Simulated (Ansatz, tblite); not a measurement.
Forces on Nb₃Te₅ at its PBE-D4/def2-SVP geometry. Charge 0, multiplicity 2.

In the def2 sets Nb, Te take a core potential; there is no spin–orbit coupling. The xTB rows come from tblite. Another isomer (doublet) lies 1.43 eV lower at PBE0-D4/def2-SVP; other spin states weren't run for this one.

GFN1-xTB (tblite), largest force 4.97 eV/Å:

```xyz
8
positions Å, forces eV/Å
Nb    0.454   -0.062   -0.489    0.571    0.163   -1.098
Nb   -1.007   -0.137    1.635    1.385   -2.859    3.818
Nb   -2.245    1.404    0.239   -3.032    3.110   -2.110
Te    2.686    1.405   -0.220   -0.841   -0.623    1.321
Te    0.313   -2.281   -1.995   -0.454    0.021    1.615
Te   -0.946    1.587   -2.061    0.383    0.219   -1.001
Te   -0.758   -2.672    0.608    0.705   -0.450   -1.480
Te    1.504    0.755    2.284    1.283    0.420   -1.064
```

GFN2-xTB (tblite), largest force 5.73 eV/Å:

```
Nb 0.499 0.354 -1.268
Nb 0.448 -2.858 4.950
Nb -2.087 1.996 -1.018
Te -0.446 -0.252 0.136
Te -0.079 0.308 0.419
Te 1.091 0.247 -2.149
Te 0.536 0.525 -0.338
Te 0.039 -0.320 -0.732
```

PBE-D4/def2-SVP (Ansatz), largest force 0.03 eV/Å:

```
Nb 0.013 0.004 -0.006
Nb -0.012 0.022 -0.016
Nb 0.002 -0.021 0.016
Te -0.006 -0.005 -0.003
Te -0.001 0.001 -0.010
Te 0.007 -0.001 0.004
Te -0.003 -0.001 0.010
Te 0.001 0.000 0.006
```
